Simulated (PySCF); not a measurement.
## Field gradients at the hydrogen positions

C8H12PSi (charge -1).
Cartesian coordinates in Å at the GFN2-xTB level; atoms count from 1:
```
atom  x, y, z in Å
C1     3.4684    0.2765    0.2231
Si2    2.5194   -0.7179   -1.1145
P3     0.6450   -1.6541   -0.5447
C4    -0.4525   -0.2981   -0.1850
C5    -0.1480    1.0559   -0.3979
C6    -1.0498    2.0586   -0.1168
C7    -2.3065    1.7573    0.3839
C8    -2.6319    0.4239    0.5976
C9    -1.7401   -0.5924    0.3286
C10   -2.1187   -2.0185    0.5795
H11    4.4472    0.5914   -0.1307
H12    2.9198    1.1641    0.5257
H13    3.6144   -0.3316    1.1117
H14    2.5782    0.1661   -2.3087
H15    3.4172   -1.8346   -1.4708
H16    0.8194    1.3190   -0.8024
H17   -0.7734    3.0933   -0.2937
H18   -3.0215    2.5418    0.6013
H19   -3.6143    0.1747    0.9883
H20   -1.4251   -2.4606    1.2962
H21   -3.1386   -2.1039    0.9574
H22   -2.0187   -2.5913   -0.3432
```

Level: PBE0/pcSseg-1 (PySCF, non-relativistic); Q(2H) = 0.00286 b; rigid geometry, the same for H and D, with no vibrational averaging.

Question: Rank these positions by the coupling χzz of a deuteron there, largest first.
A. H17 (aromatic hydrogen)
B. H21 (methyl hydrogen)
C. H20 (methyl hydrogen)
D. H18 (aromatic hydrogen)
E. H14 (Si–H hydrogen)
F. H15 (Si–H hydrogen)

Answer: D (223 kHz), A (219 kHz), B (212 kHz), C (208 kHz), F (109 kHz), E (104 kHz).

Question: What are Vzz, η and χzz (234.96 MHz × Q × Vzz) at all hydrogens?

Answer: 
| atom | bonded to | bond length (Å) | Vzz (au) | η | χzz (kHz) |
| --- | --- | --- | --- | --- | --- |
| H11 | C1 | 1.087 | 0.3298 | 0.03 | 222 |
| H12 | C1 | 1.086 | 0.3283 | 0.02 | 221 |
| H13 | C1 | 1.087 | 0.3286 | 0.03 | 221 |
| H14 | Si2 | 1.487 | 0.1540 | 0.03 | 104 |
| H15 | Si2 | 1.476 | 0.1622 | 0.01 | 109 |
| H16 | C5 | 1.081 | 0.3283 | 0.10 | 221 |
| H17 | C6 | 1.085 | 0.3257 | 0.06 | 219 |
| H18 | C7 | 1.083 | 0.3318 | 0.09 | 223 |
| H19 | C8 | 1.086 | 0.3234 | 0.07 | 217 |
| H20 | C10 | 1.091 | 0.3089 | 0.02 | 208 |
| H21 | C10 | 1.091 | 0.3150 | 0.03 | 212 |
| H22 | C10 | 1.091 | 0.3086 | 0.02 | 207 |

Question: Average by the element that carries the hydrogen.

Answer: on C: 217 kHz over 10 positions, mean bond length 1.087 Å; on Si: 106 kHz over 2 positions, mean bond length 1.482 Å.

Question: How does χzz go with the bond length over the 10 C–H bonds?

Answer: A straight-line fit has a slope of -14.7 kHz for each 0.01 Å, with a correlation coefficient of -0.81, over lengths from 1.081 to 1.091 Å. The longer bonds have the smaller couplings here.

Question: A static deuteron (I = 1) shows a doublet split by (3/2)χ, (3/4)χ(1 + η) and (3/4)χ(1 − η) with the field along z, y and x of the gradient. What are these for H16?

Answer: With |χ| = 220.6 kHz and η = 0.098: 331, 182 and 149 kHz, to first order and without motion.

One conformer (not necessarily the lowest) at the GFN2-xTB geometry, without solvent, vibrations or thermal averaging. The pcSseg-1 basis has no diffuse functions, a weakness for an anion. GFN2-xTB bond lengths can be off by several hundredths of an ångström, more for odd bonds, and the gradients follow them. These gradients aren't converged with respect to the basis.
